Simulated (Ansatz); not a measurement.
Cartesian coordinates in Å:
```
O -1.3660 0.1000 0.0322
Si 0.2293 -0.1089 0.2762
S 1.1414 -1.3688 -1.1540
Cl 1.3032 1.6250 0.0315
H -1.6597 0.3145 -0.8563
H 0.3518 -0.5619 1.6703
```

The species carries charge 0 and has multiplicity 2.

(1) List the ωB97M-V/def2-TZVPP orbital energies in eV (the Gaussian-basis code of Ansatz). (An estimate is asked.)

## Answers

(1) Computed: α occupied: -2772.19, -2427.69, -1808.98, -526.85, -262.60, -221.61, -200.07, -199.96, -199.95, -164.96, -164.60, -164.49, -149.84, -104.00, -103.96, -103.91, -31.65, -26.19, -23.14, -18.90, -15.96, -14.39, -14.05, -13.21, -12.30, -12.03, -11.46, -10.90, -10.41. α empty: 2.06, 2.65, 2.71, 3.54, 4.14, 5.56, 5.83, 6.08. β occupied: -2772.18, -2427.53, -1808.99, -526.84, -262.59, -221.47, -200.05, -199.94, -199.93, -164.50, -164.44, -164.39, -149.84, -104.00, -103.96, -103.92, -31.64, -26.12, -22.15, -18.83, -15.83, -14.37, -13.92, -12.93, -12.18, -11.91, -11.19, -10.00. β empty: -2.85, 2.10, 2.79, 2.89, 3.59, 4.24, 5.67, 5.91. ⟨S²⟩ = 0.753.
